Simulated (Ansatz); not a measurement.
System: SiF₂ (charge 0, singlet). 
Coordinates optimised at B3LYP-D3(BJ)/def2-TZVP (Ansatz, an electronic-structure program):
SMILES: F[Si]F
```xyz
3

Si     0.0153     0.0127     0.5768
F      1.0240    -0.6902    -0.4611
F     -1.0478     0.6704    -0.4362
```

Property: atomisation energy (electronic, to ground-state atoms), in kcal/mol. Valence correlation only, unless marked. UHF or UKS for open shells. Spin-orbit coupling is left out. Non-relativistic. The coupled-cluster limit lacks core correlation, which all-electron functionals hold. CBS marks a two-point X^-3 extrapolation of the correlation energy; Hartree-Fock from the larger set.

| level | program | atomisation energy (kcal/mol) |
|---|---|---|
| HF/6-31G | Ansatz | 147.6 |
| BLYP-D3(BJ)/def2-TZVPD | Ansatz + dftd3 | 298.4 |

Question: What does CCSD(T)/CBS(aug-cc-pV(T+d)Z,aug-cc-pV(Q+d)Z) (Ansatz) give?

Answer: 299.7 kcal/mol
